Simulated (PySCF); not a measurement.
C₄H₂FNO₂ (charge +1 and doublet state).
SMILES with atom numbers: `[N:1]#[C:2][C+:3]([CH:4][F:5])[O:6][CH:7]=[O:8]` (hydrogens: H9 on C4; H10 on C7)

Cartesian coordinates in Å at the GFN2-xTB level; atoms count from 1:
```xyz
10
C4H2FNO2 angstrom
N     -0.9979    2.7805    1.1016
C     -0.6453    1.7405    0.7927
C     -0.2388    0.4751    0.2613
C     -1.1819   -0.4969    0.0133
F     -2.4457   -0.2349    0.0483
O      1.0805    0.3563    0.0733
C      1.6277   -0.7513   -0.4847
O      1.0195   -1.6396   -0.9768
H     -0.9367   -1.5512   -0.1597
H      2.7274   -0.6737   -0.3976
```

The hyperfine couplings belong to this conformer and change with its torsions.

Computed, not measured: UKS B3LYP, pcH-1 on C F H N O, non-relativistic, mean-field spin-orbit, GIAO in PySCF. Isolated species at its GFN2-xTB geometry (one conformer only). The geometry wasn't refined by DFT: couplings that depend on bond lengths, twists or pyramidal angles can differ widely from those at the functional's own minimum, by a factor of two or more for some ions and for spin on atoms past the first row. The frame is twisted about the C3–C4 bond at this geometry (dihedral C2–C3–C4–F5 = 11°); couplings at other torsion angles weren't computed. No stability test was run, so a lower SCF solution isn't excluded.

Q: Predict the first-order ENDOR lines of N1, F5, H9 and H10 under fast tumbling at B = 338.5 mT (X band).

A: For S = 1/2 in fast tumbling each set of equivalent nuclei gives two lines, ν± = |νn ± a/2| to first order, with νn = g_N μN B/h and μN/h = 7.62259 MHz/T.

```csv
nuclei,isotope,g_N,νn (MHz),a_iso (MHz),lower line (MHz),upper line (MHz)
N1,14N,0.4038,1.04,3.70,0.81,2.89
F5,19F,5.2577,13.57,108.32,40.59,67.72
H9,1H,5.5857,14.41,-27.18,0.82,28.00
H10,1H,5.5857,14.41,9.79,9.52,19.31
```

Q: Which pairs are centred on the nuclear Larmor frequency, and which on half the coupling?

A: Centred on νn, since |a| < 2νn: H9 and H10. Centred on |a|/2 and split by 2νn: N1 and F5.

Q: At what field would the lower line of H9 fall to zero frequency?

A: Where νn = |a|/2, that is B = 13.59 MHz/(5.5857 × 7.62259 MHz/T) = 319 mT, as far as first order holds there.
